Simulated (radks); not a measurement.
Results of a calculation; reference values are marked as such.
Gd XXXII, configuration [Ar] 3d10 4s2 4p3. Code: a radial shooting solver on a logarithmic mesh with Libxc functionals. Model: Dirac Kohn-Sham, PBE, spin-unpolarised, spherical densities, point nucleus; open shells are shared between the two j in proportion to 2j + 1.

Normalised radial functions P(r) = r R(r) (large component), r in bohr:

```
   r/bohr * 3p1/2 (the largest magnitude, 2.29, reaches the edge; | marks zero)
0.0009966                             *
 0.001277                             *
 0.001624                             *
 0.002064                             *
 0.002624                             |*
 0.003362                             |*
 0.004274                             |*
 0.005434                             | *
 0.006963                             | *
 0.008852                             |  *
  0.01125                             |    *
  0.01431                             |     *
  0.01833                             |       *
   0.0233                             |          *
  0.02963                             |            *
  0.03796                             |              *
  0.04826                             |               *
  0.06135                             |            *
  0.07799                             |       *
  0.09995                           * |
   0.1271                *            |
   0.1615      *                      |
    0.207  *                          |
   0.2631     *                       |
   0.3345             *               |
   0.4252                     *       |
   0.5449                          *  |
   0.6927                            *|
   0.8806                             *
    1.128                             *
    1.435                             *
```

3p1/2: eigenvalue -2754.4 eV, 1 radial node at r = 0.0958 bohr, <r> = 0.230 bohr, 90 % of the charge inside 0.345 bohr.
